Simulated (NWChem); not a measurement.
Everything below was run with NWChem. System: triflic acid (CHF$_{3}$O$_{3}$S), charge 0, spin multiplicity 1, at a geometry optimised with PBE/def2-SVP. Level: B2PLYP/def2-SVP, 12 core orbitals frozen.

The NWChem input:

```
start mol
memory heap 200 mb stack 900 mb global 1100 mb
geometry units angstroms nocenter noautoz noautosym
  O      1.493757    -0.475308    -1.091904
  S      0.808062     0.309782     0.187365
  O      1.261630    -0.319746     1.434023
  O      0.885983     1.737699    -0.102162
  C     -0.988925    -0.230357    -0.080915
  F     -1.731923     0.249237     0.917343
  F     -1.436781     0.236219    -1.245212
  F     -1.042988    -1.569854    -0.080003
  H      1.778839    -1.355959    -0.761170
end
basis spherical
  * library def2-svp
end
dft
  xc hfexch 0.53 becke88 0.47 lyp 0.73 mp2 0.27
  dftmp2
  semidirect memsize 60000000 filesize 0
  iterations 100
end
mp2
  freeze core 12
end
task dft energy
```

Output (cleaned and shortened):

```
             Northwest Computational Chemistry Package (NWChem) 7.3.0
             --------------------------------------------------------

                                NWChem Input Module
                                -------------------

 Scaling coordinates for geometry "geometry" by  1.889725989
 (inverse scale =  0.529177249)

                             Geometry "geometry" -> ""
                             -------------------------

 Output coordinates in angstroms (scale by  1.889725989 to convert to a.u.)

  No.       Tag          Charge          X              Y              Z
 ---- ---------------- ---------- -------------- -------------- --------------
    1 O                    8.0000     1.49375700    -0.47530800    -1.09190400
    2 S                   16.0000     0.80806200     0.30978200     0.18736500
    3 O                    8.0000     1.26163000    -0.31974600     1.43402300
    4 O                    8.0000     0.88598300     1.73769900    -0.10216200
    5 C                    6.0000    -0.98892500    -0.23035700    -0.08091500
    6 F                    9.0000    -1.73192300     0.24923700     0.91734300
    7 F                    9.0000    -1.43678100     0.23621900    -1.24521200
    8 F                    9.0000    -1.04298800    -1.56985400    -0.08000300
    9 H                    1.0000     1.77883900    -1.35595900    -0.76117000

 Effective nuclear repulsion energy (a.u.)     558.9636574102

            Nuclear Dipole moment (a.u.)
            ----------------------------
        X                 Y               Z
 ---------------- ---------------- ----------------
     0.0000245664    -0.0000207870    -0.0000226767


 Summary of "ao basis" -> "" (spherical)
 ------------------------------------------------------------------------------
       Tag                 Description            Shells   Functions and Types
 ---------------- ------------------------------  ------  ---------------------
 *                          def2-svp                  on all atoms

  dft_input: which_mp2 not specified, using semidirect MP2 by default.

                                 NWChem DFT Module
                                 -----------------

 Summary of "ao basis" -> "ao basis" (spherical)
 ------------------------------------------------------------------------------
       Tag                 Description            Shells   Functions and Types
 ---------------- ------------------------------  ------  ---------------------
 O                          def2-svp                 6       14   3s2p1d
 S                          def2-svp                 8       18   4s3p1d
 C                          def2-svp                 6       14   3s2p1d
 F                          def2-svp                 6       14   3s2p1d
 H                          def2-svp                 3        5   2s1p

 Summary of "ao basis" -> "ao basis" (spherical)
 ------------------------------------------------------------------------------
       Tag                 Description            Shells   Functions and Types
 ---------------- ------------------------------  ------  ---------------------
 O                          def2-svp                 6       14   3s2p1d
 S                          def2-svp                 8       18   4s3p1d
 C                          def2-svp                 6       14   3s2p1d
 F                          def2-svp                 6       14   3s2p1d
 H                          def2-svp                 3        5   2s1p

            General Information
            -------------------
          SCF calculation type: DFT
          Wavefunction type:  closed shell.
          No. of atoms     :     9
          No. of electrons :    74
           Alpha electrons :    37
            Beta electrons :    37
          Charge           :     0
          Spin multiplicity:     1
          Use of symmetry is: off; symmetry adaption is: off
          Maximum number of iterations: 100
          AO basis - number of functions:   121
                     number of shells:    53
          Convergence on energy requested:  1.00D-06
          Convergence on density requested:  1.00D-05
          Convergence on gradient requested:  5.00D-04

              XC Information
              --------------
                     Hartree-Fock (Exact) Exchange  0.530
                    Becke 1988 Exchange Functional  0.470
              Lee-Yang-Parr Correlation Functional  0.730

             Grid Information
             ----------------
          Grid used for XC integration:  medium
          Radial quadrature: Mura-Knowles
          Angular quadrature: Lebedev.
          Tag              B.-S. Rad. Rad. Pts. Rad. Cut. Ang. Pts.
          ---              ---------- --------- --------- ---------
          O                   0.60       49           9.0       434
          S                   1.00       88           8.0       590
          C                   0.70       49           9.0       434
          F                   0.50       49          11.0       434
          H                   0.35       45           9.0       434
          Grid pruning is: on
          Number of quadrature shells:   476
          Spatial weights used:  Erf1

          Convergence Information
          -----------------------
          Convergence aids based upon iterative change in
          total energy or number of iterations.
          Levelshifting, if invoked, occurs when the
          HOMO/LUMO gap drops below (HL_TOL):  1.00D-02
          DIIS, if invoked, will attempt to extrapolate
          using up to (NFOCK): 10 stored Fock matrices.
[...]
------------------------------------------------------------
               write      read    awrite     aread      wait
               -----      ----    ------     -----      ----
     calls:        1         0         0         0         0
   data(b): 5.24e+05  0.00e+00  0.00e+00  0.00e+00
   time(s): 0.00e+00  0.00e+00  0.00e+00  0.00e+00  0.00e+00
rate(mb/s): 0.00e+00  0.00e+00
------------------------------------------------------------

   convergence    iter        energy       DeltaE   RMS-Dens  Diis-err    time
 ---------------- ----- ----------------- --------- --------- ---------  ------
 d= 0,ls=0.0,diis     1   -960.0131800170 -1.52D+03  2.20D-02  3.64D+00     2.4
 d= 0,ls=0.0,diis     2   -959.7517664077  2.61D-01  1.28D-02  7.10D+00     3.3
 d= 0,ls=0.0,diis     3   -960.3987463261 -6.47D-01  1.55D-03  6.11D-02     4.1
 d= 0,ls=0.0,diis     4   -960.4030462655 -4.30D-03  6.27D-04  1.44D-02     4.9
 d= 0,ls=0.0,diis     5   -960.4043384479 -1.29D-03  1.62D-04  1.14D-03     5.8
  Resetting Diis
 d= 0,ls=0.0,diis     6   -960.4044432807 -1.05D-04  3.55D-05  2.57D-05     6.6
 d= 0,ls=0.0,diis     7   -960.4044458148 -2.53D-06  2.29D-05  6.21D-06     7.3
 d= 0,ls=0.0,diis     8   -960.4044456282  1.87D-07  1.34D-05  9.06D-06     8.1
 d= 0,ls=0.0,diis     9   -960.4044464377 -8.09D-07  2.33D-06  1.36D-07     8.9

         Total DFT energy =     -960.404446437675
      One electron energy =    -2438.753032922444
           Coulomb energy =     1007.042970025343
    Exchange-Corr. energy =      -87.658040950803
 Nuclear repulsion energy =      558.963657410229

 Numeric. integr. density =       74.000007445193

     Total iterative time =      8.6s

                       DFT Final Molecular Orbital Analysis
                       ------------------------------------

 Vector   35  Occ=2.000000D+00  E=-4.420653D-01
              MO Center=  1.0D+00,  5.9D-01,  6.1D-01, r^2= 2.3D+00
   Bfn.  Coefficient  Atom+Function         Bfn.  Coefficient  Atom+Function
  ----- ------------  ---------------      ----- ------------  ---------------
    50     -0.415550  4 O  px                36      0.388553  3 O  px
    53     -0.313097  4 O  px                39      0.297941  3 O  px
    38     -0.202668  3 O  pz                41     -0.147373  3 O  pz
    28     -0.110353  2 S  d -2               6     -0.091657  1 O  pz
    31     -0.083631  2 S  d  1              51      0.065210  4 O  py

 Vector   36  Occ=2.000000D+00  E=-4.232306D-01
              MO Center=  9.6D-01,  5.1D-01,  5.6D-01, r^2= 2.6D+00
   Bfn.  Coefficient  Atom+Function         Bfn.  Coefficient  Atom+Function
  ----- ------------  ---------------      ----- ------------  ---------------
    37      0.415407  3 O  py                52     -0.392156  4 O  pz
    40      0.314861  3 O  py                55     -0.286799  4 O  pz
    38      0.124113  3 O  pz                64      0.118870  5 C  px
    36      0.116070  3 O  px                32      0.099297  2 S  d  2
    41      0.097292  3 O  pz                92      0.093756  7 F  px

 Vector   37  Occ=2.000000D+00  E=-4.181297D-01
              MO Center=  5.7D-01,  3.9D-01,  2.3D-01, r^2= 3.1D+00
   Bfn.  Coefficient  Atom+Function         Bfn.  Coefficient  Atom+Function
  ----- ------------  ---------------      ----- ------------  ---------------
    50      0.324649  4 O  px                36      0.303510  3 O  px
    64      0.259505  5 C  px                53      0.248520  4 O  px
    39      0.234497  3 O  px                62      0.169989  5 C  s
     6     -0.168919  1 O  pz                52      0.169256  4 O  pz
    18      0.168175  2 S  s                  9     -0.142731  1 O  pz

 Vector   38  Occ=0.000000D+00  E= 5.083215D-02
              MO Center=  1.2D+00, -7.3D-01, -4.3D-01, r^2= 3.4D+00
   Bfn.  Coefficient  Atom+Function         Bfn.  Coefficient  Atom+Function
  ----- ------------  ---------------      ----- ------------  ---------------
   118      0.922976  9 H  s                  3     -0.814000  1 O  s
    18      0.561334  2 S  s                 27     -0.352010  2 S  pz
    17      0.329511  2 S  s                  9     -0.307109  1 O  pz
     6     -0.240627  1 O  pz                 2     -0.213669  1 O  s
    16     -0.202840  2 S  s                 54      0.199068  4 O  py

 Vector   39  Occ=0.000000D+00  E= 7.295525D-02
              MO Center=  1.9D-01,  2.8D-01,  3.2D-01, r^2= 2.3D+00
   Bfn.  Coefficient  Atom+Function         Bfn.  Coefficient  Atom+Function
  ----- ------------  ---------------      ----- ------------  ---------------
    18      0.972071  2 S  s                 63     -0.640872  5 C  s
    25     -0.621123  2 S  px                67     -0.511740  5 C  px
    27      0.389324  2 S  pz                64     -0.389411  5 C  px
    49     -0.299102  4 O  s                 22     -0.272573  2 S  px
    35     -0.272949  3 O  s                 62     -0.264233  5 C  s

 Vector   40  Occ=0.000000D+00  E= 9.622228D-02
              MO Center=  8.0D-01, -4.5D-01, -1.6D-01, r^2= 3.5D+00
   Bfn.  Coefficient  Atom+Function         Bfn.  Coefficient  Atom+Function
  ----- ------------  ---------------      ----- ------------  ---------------
   118      0.838287  9 H  s                 63      0.733444  5 C  s
    26      0.705855  2 S  py                18     -0.478156  2 S  s
    25      0.415122  2 S  px                17     -0.315891  2 S  s
    27      0.302933  2 S  pz                 7     -0.293085  1 O  px
     8      0.291810  1 O  py                68      0.283731  5 C  py

 center of mass
 --------------
 x =  -0.07574729 y =   0.00314047 z =   0.00430363

 moments of inertia (a.u.)
 ------------------
         741.516271801626        -112.812659246564         -40.150155096018
        -112.812659246564        1162.802832127218          -8.528476845516
         -40.150155096018          -8.528476845516        1193.816931673752

     Multipole analysis of the density
     ---------------------------------

     L   x y z        total         alpha         beta         nuclear
     -   - - -        -----         -----         ----         -------
     0   0 0 0     -0.000000    -37.000000    -37.000000     74.000000

     1   1 0 0     -0.050287     -0.025156     -0.025156      0.000025
     1   0 1 0     -1.023563     -0.511771     -0.511771     -0.000021
     1   0 0 1     -0.365629     -0.182803     -0.182803     -0.000023

     2   2 0 0    -35.966232   -217.442964   -217.442964    398.919695
     2   1 1 0     -3.165209    -26.876347    -26.876347     50.587484
     2   1 0 1     -1.427751     -9.291085     -9.291085     17.154419
     2   0 2 0    -37.853470   -114.837870   -114.837870    191.822269
     2   0 1 1      1.864117     -2.062153     -2.062153      5.988423
     2   0 0 2    -40.293807   -107.351410   -107.351410    174.409013

                   NWChem MP2 Semi-direct Energy/Gradient Module
                   ---------------------------------------------

  Basis functions       =    121
  Molecular orbitals    =    121
  Frozen core           =     12
  Frozen virtuals       =      0
  Active alpha occupied =     25
  Active beta occupied  =     25
  Active alpha virtual  =     84
  Active beta virtual   =     84
  Use MO symmetry       = F
  Use skeleton AO sym   = F

  AO/Fock/Back tols     =   1.0D-09  1.0D-09  1.0D-09

 GA uses MA = F    GA memory limited = T

 Available:
  local mem=  4.43D+07
 global mem=  1.44D+08
 local disk=  0.00D+00
  mp2_memr nvloc                    84
  nvloc new                    84
   1 passes of  25:        3145728                      83417                  49112602.
   1 passes of  25: M     44322190           G      144149918           F      41176462.
  mp2_memr nvloc                    84
  nvloc new                    84
   2 passes of  13:        3145728                      57713                  25550602.
   2 passes of  13: M     44322190           G      144149918           F      41176462.

 Semi-direct pass number   1 of   2  for RHF alpha+beta  at        9.0s
  vrange nnbf                  6875
  mp2_eaftype                    97  avail_ma_in_mb                   386
 EAF : mp2_eaftype filesize          97   12775301.
  mp2_eaf for mointskh                     97
Node 0 wrote     60.1 Mb in      0.1 s     Agg I/O rate:  1151.4 Mb/s
 Done moints_semi at       13.8s
  mp2_eaftype                    97  avail_ma_in_mb                   386
 EAF : mp2_eaftype filesize          97   12775301.
  mp2_eaf for kh                    97
 Done maket at       14.1s
 Semi-direct pass number   2 of   2  for RHF alpha+beta  at       14.1s
  vrange nnbf                  6875
  mp2_eaftype                    97  avail_ma_in_mb                   386
 EAF : mp2_eaftype filesize          97   12775301.
  mp2_eaf for mointskh                     97
Node 0 wrote     55.4 Mb in      0.1 s     Agg I/O rate:   669.9 Mb/s
 Done moints_semi at       18.2s
  mp2_eaftype                    97  avail_ma_in_mb                   386
 EAF : mp2_eaftype filesize          97   12775301.
  mp2_eaf for kh                    97
 Done maket at       18.4s
 Done multipass loop at       18.4s

          -------------------------------------------
          DFT energy                    -960.404446437675
          Unscaled MP2 energy             -1.703856277486
          Total DFT+MP2 energy          -960.864487632596
          -------------------------------------------

 -----------------------
 Performance information
 -----------------------

 Timer overhead =  9.92D-08 seconds/call

               Nr. of calls         CPU time (s)                 Wall time (s)                GFlops
             ---------------    -------------------     ------------------------------   -------------------
Name         Min   Avg   Max    Min     Avg     Max     Min     Avg     Max   Mx/calls   Min     Max     Sum
mp2: moin     2     2     2    8.9     8.9     8.9      8.9     8.9     8.9     4.4      0.0     0.0     0.0
mp2: make     2     2     2   0.54    0.54    0.54     0.54    0.54    0.54    0.27      0.0     0.0     0.0
mp2: tota     1     1     1    9.5     9.5     9.5      9.5     9.5     9.5     9.5      0.0     0.0     0.0

 The average no. of pstat calls per process was 5.00D+00
 with a timing overhead of 4.96D-07s

 Task  times  cpu:       18.4s     wall:       18.4s

 Total times  cpu:       18.4s     wall:       18.4s
```
